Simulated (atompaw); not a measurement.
# u(r) = r·R(r): atom against pseudo-atom (tantalum)

Columns: radius, all-electron u(r) and pseudo u(r) of the 6s shell (level -5.16 eV) of tantalum in the configuration [Kr] 4d10 4f14 5s2 5p6 5d4 6s1 6p0; LDA (PW92), scalar-relativistic, PAW (atompaw) scheme, atompaw 4.2.0.5.

```tsv
r (bohr)	all-electron	pseudo
0.085	0.0121	-0.0795
0.169	-0.1130	-0.1547
0.254	0.0546	-0.2242
0.338	0.1701	-0.2834
0.423	0.1432	-0.3314
0.508	0.0324	-0.3654
0.592	-0.0925	-0.3839
0.677	-0.1953	-0.3868
0.762	-0.2593	-0.3739
0.846	-0.2836	-0.3463
0.931	-0.2744	-0.3049
1.015	-0.2396	-0.2525
1.100	-0.1860	-0.1903
1.185	-0.1205	-0.1215
1.269	-0.0495	-0.0495
1.354	0.0244	0.0246
1.438	0.0968	0.0968
1.523	0.1671	0.1671
1.608	0.2330	0.2330
1.692	0.2929	0.2929
1.777	0.3479	0.3479
1.862	0.3970	0.3970
1.946	0.4397	0.4397
2.031	0.4773	0.4773
2.115	0.5091	0.5091
2.200	0.5361	0.5361
```

How many radial nodes do the two functions have?

The all-electron 6s function has n − l − 1 = 5 (the table is too coarse to show those close to the nucleus); the pseudo-wave has 1, since 1 lower shell of the same l stays in the valence.

At about which radius was the pseudo-wave matched?

1.65 bohr. The columns agree to 0.0005 from 1.27 bohr on; several derivatives are matched, so the curves merge somewhat inside the radius.

Is the pseudo-wave norm-conserving?

No, it belongs to a PAW set: the norm inside the radius is not constrained, and the difference is carried by the augmentation charge.
